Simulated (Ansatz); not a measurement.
`[CH3][AlH][CH2][GaH2]` + `[NH2][In]([NH2])[OH]` → `C[O][In]([NH2])[NH2]` + `[AlH2][CH2][GaH2]`  (substitution at a C–Al bond)

Calculated with Ansatz (gas phase, PBE0-D4/def2-TZVP geometries, no zero-point term in ΔE). CCSD(T)/CBS adds triple-zeta CCSD(T) − MP2 to the extrapolated MP2 energy (def2 sets, frozen cores). Functionals use def2-TZVPP. Elements past krypton have def2 core potentials. For Ga, In outer-core shells are correlated without core-valence functions, which leaves a few kJ/mol of doubt a bond. Scalar relativity is left out up to krypton. One conformer a species, not always the lowest.

(1) Is it downhill or uphill in electronic energy at CCSD(T)/CBS, and by how much? (Estimate.)

(2) What do these levels give: LDA (SPW92), BLYP-D4, B97M-V, revPBE, RPA@PBE/def2-TZVPP, MP2/def2-SVP, CCSD(T)/def2-SVP, MP2/def2-TZVPP, CCSD(T)/def2-TZVPP, HF/def2-QZVPP, HF/CBS(def2), MP2/CBS(def2)? (Best estimate.)

(3) What do rigid-rotor, harmonic-oscillator terms from PBE0-D4/def2-TZVP frequencies (298.15 K, 1 bar) make of the CCSD(T)/CBS value? (Best estimate.)

Largest T1 diagnostic among the species: 0.015.

Results:

(1) The calculation gave: Uphill: ΔE = +108.5 kJ/mol.

(2) Ansatz gave: LDA (SPW92) 105.4, BLYP-D4 99.3, B97M-V 97.2, revPBE 105.2, RPA@PBE/def2-TZVPP 94.6, MP2/def2-SVP 90.7, CCSD(T)/def2-SVP 81.6, MP2/def2-TZVPP 112.0, CCSD(T)/def2-TZVPP 104.4, HF/def2-QZVPP 89.5, HF/CBS(def2) 89.4, MP2/CBS(def2) 116.1 kJ/mol.

(3) Ansatz gave: ΔZPE = -2.4 kJ/mol, ΔH = +105.5 kJ/mol, ΔS = -5 J/(mol·K), ΔG = +107.1 kJ/mol. Modes under 50 cm⁻¹ make the entropy rough.

At CCSD(T), def2-SVP lies −26.9 kJ/mol from the extrapolated value and def2-TZVPP −4.1 kJ/mol. Leaving LDA and LC-ωPBE aside and taking each functional with its dispersion term where it has one, the values, not all of them listed here, spread over 11.1 kJ/mol, from B97M-V to r2SCAN0-D4. In def2-TZVPP, CCSD(T) changes the Hartree–Fock value by +14.9 kJ/mol (the triples alone add +1.1 kJ/mol) and MP2 by +22.5 kJ/mol.
